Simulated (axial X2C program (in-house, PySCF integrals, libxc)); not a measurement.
Ω levels of CPmO⁻ from open-shell CI on f(δφ)3 s1 f(π)0

Computed with an in-house all-electron X2C program for linear molecules (integrals from PySCF): two-component X2C with atomic mean-field Coulomb and Gaunt terms, basis C dyall-v2z, Pm dyall-v2z, O dyall-v2z (cores contracted in-house). Orbitals come from Hartree–Fock averaged over the configuration Pm f(δφ)3 s1 f(π)0; CI then distributes these electrons over the f(δφ), s, f(π) shells of Pm.

C–Pm–O held linear, bonds 2.149 and 1.720 Å (the second held) (near the minimum of the configuration average).

Lowest levels of this model:

```
Ω  energy (cm⁻¹)     g∥   configuration
2              0   2.35  100% f(δφ)3 s1
3             78   6.35  100% f(δφ)3 s1
1           1010   1.32   99% f(δφ)3 s1
2           1339   2.69   99% f(δφ)3 s1
4           1508  10.10  100% f(δφ)3 s1
3           1696   6.09  100% f(δφ)3 s1
5           4488  13.68   99% f(δφ)3 s1
4           4842   9.68   99% f(δφ)3 s1
0           7789   0.00   98% f(δφ)3 s1
0           7789   0.00   98% f(δφ)3 s1
8           7917  18.14   99% f(δφ)3 s1
1           8051   0.41   98% f(δφ)3 s1
7           8056  14.12   99% f(δφ)3 s1
1           8813   0.13   99% f(δφ)3 s1
2           8829   4.08   99% f(δφ)3 s1
3           9672   7.78   99% f(δφ)3 s1
2           9853   3.80   99% f(δφ)3 s1
6          10237  10.36   98% f(δφ)3 s1
7          10302  14.37   98% f(δφ)3 s1
4          10479  11.54   99% f(δφ)3 s1
3          10837   7.54   99% f(δφ)3 s1
3          14150   7.18   99% f(δφ)3 s1
2          14171   3.06   99% f(δφ)3 s1
2          15563   2.92  100% f(δφ)3 s1
3          15579   6.81  100% f(δφ)3 s1
1          16448   1.69   98% f(δφ)3 s1
1          17797   0.33   99% f(δφ)3 s1
4          18311   9.83  100% f(δφ)3 s1
7          19083  12.69   99% f(δφ)3 s1
8          19108  16.68   99% f(δφ)3 s1
```

g∥ is the magnitude of 2⟨Lz + ge Sz⟩ for the +Ω component.

Q: From Ω and g∥ of the lowest level, whose 2⟨Lz + ge Sz⟩ is positive, find ⟨Sz⟩ and ⟨Lz⟩ (ge = 2.0023).

A: Ω = ⟨Lz⟩ + ⟨Sz⟩ = 2 and ⟨Lz⟩ + ge⟨Sz⟩ = 1.175, so ⟨Sz⟩ = -0.82 and ⟨Lz⟩ = 2.82.

Occupations of the active spinors in the lowest level by ω, shell by shell in order of energy: -7/2: 0.03; -5/2: 0.48 0.00; -3/2: 0.49 0.00; -1/2: 0.97 0.00; 1/2: 0.03 0.00; 3/2: 0.76 0.00; 5/2: 0.39 0.56; 7/2: 0.28. The leading determinant has weight 0.33 among 94.

This point took 2.2 s on 1 thread of Arm Neoverse N1, with other jobs on the host.

There is no dynamic correlation: spin–orbit spacings and, for f shells, spacings inside one term are the most reliable numbers, splittings between terms come out too wide, and energies between configurations are not reliable, so the lowest level need not be the ground state of the molecule. At most 6 roots were kept for each Ω > 0 (twice that for Ω = 0) within 3.5 eV of the lowest, so higher up levels can be missing between those listed; levels with Ω > 0 are doubly degenerate and listed once, Ω = 0 levels singly. States that fill the shells left empty in the average are placed too high. For an anion, levels above electron detachment are held by the basis set. Along the bond the averaged SCF switches between close solutions, so this one may not be the lowest. The molecule was held linear; bending was not examined.
